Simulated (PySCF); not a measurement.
Species: BBrH4N2.
Z-matrix (Å and degrees, PBE0-D3(BJ)/def2-SVP geometry), rows numbered from 1:
```
N 
B   1  1.4050
N   2  1.4050  1  125.31
Br  2  1.9569  1  117.35  3   179.98
H   1  1.0103  2  123.45  3    -0.09
H   1  1.0089  2  122.00  3   179.68
H   3  1.0103  2  123.52  1     0.35
H   3  1.0088  2  121.97  1   179.62
```

Level of theory: EOM-IP-CCSD/aug-cc-pVDZ in PySCF, restricted Hartree–Fock reference, 12 core orbitals frozen, non-relativistic, gas phase, PBE0-D3(BJ)/def2-SVP geometry.

Hartree–Fock orbital energies give these Koopmans values (eV): HOMO 10.81, HOMO-1 10.93, HOMO-2 10.97, HOMO-3 13.21, HOMO-4 13.57, HOMO-5 16.85, HOMO-6 18.56, HOMO-7 18.88.

Question: What vertical ionisation energies does EOM-IP-CCSD give?

Answer: 
| leading hole (HF orbital) | Koopmans (eV) | EOM-IP-CCSD (eV) | change (eV) | one-hole share |
| --- | --- | --- | --- | --- |
| HOMO-1 | 10.93 | 9.70 | -1.23 | 0.94 |
| HOMO | 10.81 | 10.15 | -0.66 | 0.96 |
| HOMO-2 | 10.97 | 10.41 | -0.56 | 0.96 |
| HOMO-4 | 13.57 | 12.39 | -1.18 | 0.94 |
| HOMO-3 | 13.21 | 12.52 | -0.69 | 0.96 |
| HOMO-5 | 16.85 | 15.36 | -1.49 | 0.95 |
| HOMO-6 | 18.56 | 17.21 | -1.35 | 0.95 |
| HOMO-7 | 18.88 | 17.55 | -1.33 | 0.94 |

Question: Does the order of the lines follow the orbital energies?

Answer: No: the HOMO-1 hole (9.70 eV) falls below the HOMO hole (10.15 eV); the HOMO-4 hole (12.39 eV) falls below the HOMO-3 hole (12.52 eV). The corrections run from -1.49 to -0.56 eV, with a mean of -1.06 eV over the 8 lines; no line lies above its Koopmans value.

Question: At what kinetic energies would He II light (40.81 eV) eject these electrons?

Answer: 31.11 eV (HOMO-1), 30.66 eV (HOMO), 30.40 eV (HOMO-2), 28.42 eV (HOMO-4), 28.29 eV (HOMO-3), 25.45 eV (HOMO-5), 23.60 eV (HOMO-6), 23.26 eV (HOMO-7).

Question: What total energy has the lowest final state, and which wavelength reaches it?

Answer: E(CCSD) + ionisation energy = -2709.07855 + 0.35639 = -2708.72216 Eh, at the geometry of the initial state. The threshold wavelength is 1239.84 eV nm/9.70 eV = 127.8 nm.

Lines less than 0.15 eV apart could change places at a higher level. One root was sought for each valence orbital with −ε under 21 eV, eight at most, so deeper holes and satellites are missing; no vibrational structure.
